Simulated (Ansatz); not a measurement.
`CN([SiH3])[SiH](O)O`, charge 0, multiplicity 1.

Problem. Give a relaxed structure at PBE0-D4/def2-TZVP (the Gaussian-basis code of Ansatz). (Estimate.)

Solution. Ansatz gave: 
```xyz
15

C    -0.638   -1.601    0.288
N    -0.103   -0.238    0.270
Si   -0.883    0.906    1.299
Si    1.101    0.069   -0.921
O     0.581   -0.099   -2.462
O     1.647    1.604   -0.756
H    -0.840   -1.929    1.312
H     0.084   -2.303   -0.141
H    -1.565   -1.692   -0.289
H    -2.203    1.368    0.782
H    -1.120    0.269    2.623
H    -0.011    2.098    1.470
H     2.150   -0.965   -0.793
H    -0.006    0.574   -2.809
H     1.806    1.940    0.127
```
This is one stationary point; other conformers may exist.
